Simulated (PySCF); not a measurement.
Species: C3F5NO.
SMILES: `N#CC(F)(F)OC(F)(F)F`

Jobs on this species (10 atoms, 78 electrons) with PySCF (density fitting). Hardware of each: one thread, Arm Neoverse N1 (aarch64), no GPU, shared host. Other jobs ran on the host; a repeat could differ by tens of per cent or more. Peak memory is the resident size of the whole Python process, interpreter and libraries included.

Question: Rank these jobs by wall time, shortest first.
A. PBE0/def2-SVPD; 6 singlets by full TDDFT, 2 Tamm–Dancoff triplets, polarisability; 218 basis functions
B. wB97X/pcSseg-1; shieldings; 170 basis functions
C. wB97X/MINI, fitting basis def2-qzvpp-jkfit, start guess atom; shieldings; 50 basis functions

Answer: C (8.9 s), B (37 s), A (60 s).

All jobs:

| level and settings | work | basis functions | SCF cycles | wall time | peak memory |
| --- | --- | --- | --- | --- | --- |
| wB97X/MINI, fitting basis def2-qzvpp-jkfit, start guess atom | shieldings | 50 | 10 | 8.9 s | 0.50 GiB |
| PBE0/pcSseg-1 | shieldings, charges and field gradients | 170 | 14 | 31 s | 0.75 GiB |
| wB97X/pcSseg-1 | shieldings | 170 | 14 | 37 s | 0.80 GiB |
| PBE0/def2-SVPD | 3 singlets by full TDDFT, 2 Tamm–Dancoff triplets, polarisability | 218 | 14 | 51 s | 0.87 GiB |
| PBE0/def2-SVPD | 6 singlets by full TDDFT, 2 Tamm–Dancoff triplets, polarisability | 218 | 14 | 60 s | 0.87 GiB |
| PBE0/def2-SVPD, start guess atom, damping 0.3 at the start, DIIS from the seventh cycle | 1 singlet by full TDDFT, 5 Tamm–Dancoff triplets, polarisability | 218 | 19 | 67 s | 0.89 GiB |

What do all jobs in the table cost together?

About 4.2 min; the longest takes about 26 % of that, and about 7.5 times as long as the shortest.
